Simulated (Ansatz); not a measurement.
CH7FSi3 (`F[SiH]1C[SiH2][SiH2]1`). Total charge 0; spin multiplicity 1. The geometry is a stationary point of PBE0-D4/def2-TZVP.

```xyz
12

F     1.336   -1.589    1.391
Si    0.798   -0.087    1.189
C     1.123    0.461   -0.579
Si   -0.483   -0.195   -1.356
Si   -1.516   -0.093    0.757
H     1.435    0.735    2.253
H     2.062    0.137   -1.031
H     1.097    1.558   -0.600
H    -1.006    0.612   -2.492
H    -0.311   -1.603   -1.803
H    -2.404   -1.175    1.252
H    -2.131    1.238    1.019
```

**Question.** What is the dipole moment at r2SCAN/def2-TZVPP? (An estimate is asked.)

**Answer.** The calculation gave: 1.48 D, with components (-0.08, 1.38, -0.53) D in this frame, pointing from negative to positive charge.

**Question.** And with PBE, B3LYP, ωB97M-V? (Estimate.)

**Answer.** Ansatz gave: PBE 1.45 D, B3LYP 1.51 D, ωB97M-V 1.48 D.

**Question.** Give the Mulliken charges with r2SCAN, B3LYP, PBE in def2-TZVPP. (Estimate.)

**Answer.** Ansatz gave: 
```
atom  r2SCAN  B3LYP    PBE
  F1   -0.33  -0.33  -0.28
 Si2    0.56   0.55   0.47
  C3   -0.35  -0.37  -0.30
 Si4    0.24   0.23   0.16
 Si5    0.04   0.03   0.00
  H6   -0.10  -0.09  -0.08
  H7    0.09   0.10   0.10
  H8    0.10   0.11   0.12
  H9   -0.07  -0.07  -0.05
 H10   -0.06  -0.06  -0.04
 H11   -0.06  -0.05  -0.04
 H12   -0.06  -0.06  -0.04
```

B3LYP here is the variant with VWN-RPA as its local correlation; programs differ in this.
